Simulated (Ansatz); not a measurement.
Li5H4. The state is a doublet with charge 0. Geometry PBE-D4/def2-TZVP.

```xyz
9

Li    0.689    0.858    1.459
Li   -0.744   -1.355    1.611
Li    1.337   -1.235   -0.018
Li   -1.247   -0.014   -0.549
Li    0.749    1.353   -1.570
H    -0.400   -1.648   -0.143
H     1.506    0.600   -0.177
H    -1.034    0.403    1.280
H    -0.857    1.039   -1.892
```

Another isomer (doublet) lies 0.21 eV lower at PBE0-D4/def2-TZVP; other spin states weren't run for this one.

Estimate the α-spin orbital energies around the gap (eV) in Ansatz with LDA (SPW92)/def2-TZVP, PBE-D4/def2-TZVP, r2SCAN-D4/def2-TZVP, r2SCANh-D4/def2-TZVP, PBE0-D4/def2-TZVP.


```tsv
orbital	LDA (SPW92)/def2-TZVP	PBE-D4/def2-TZVP	r2SCAN-D4/def2-TZVP	r2SCANh-D4/def2-TZVP	PBE0-D4/def2-TZVP
HOMO−9	-49.35	-50.11	-51.69	-53.15	-54.21
HOMO−8	-49.33	-50.11	-51.67	-53.14	-54.20
HOMO−7	-49.31	-50.09	-51.65	-53.12	-54.19
HOMO−6	-49.16	-49.92	-51.47	-52.93	-54.01
HOMO−5	-48.31	-49.10	-50.67	-52.13	-53.18
HOMO−4	-7.64	-7.54	-7.83	-8.34	-8.93
HOMO−3	-6.45	-6.38	-6.63	-7.08	-7.59
HOMO−2	-5.65	-5.57	-5.80	-6.22	-6.72
HOMO−1	-5.43	-5.37	-5.60	-6.05	-6.57
HOMO	-2.54	-2.55	-2.60	-2.83	-3.16
LUMO	-1.32	-1.23	-0.74	-0.60	-0.67
LUMO+1	-1.30	-1.18	-0.71	-0.56	-0.62
LUMO+2	-0.97	-0.91	-0.50	-0.36	-0.39
LUMO+3	-0.71	-0.60	-0.33	-0.15	-0.03
LUMO+4	-0.59	-0.54	-0.02	0.13	0.00
LUMO+5	-0.34	-0.21	0.33	0.46	0.38
β HOMO	-5.40	-5.34	-5.57	-6.01	-6.54
β LUMO	-1.63	-1.36	-0.99	-0.87	-0.76
```
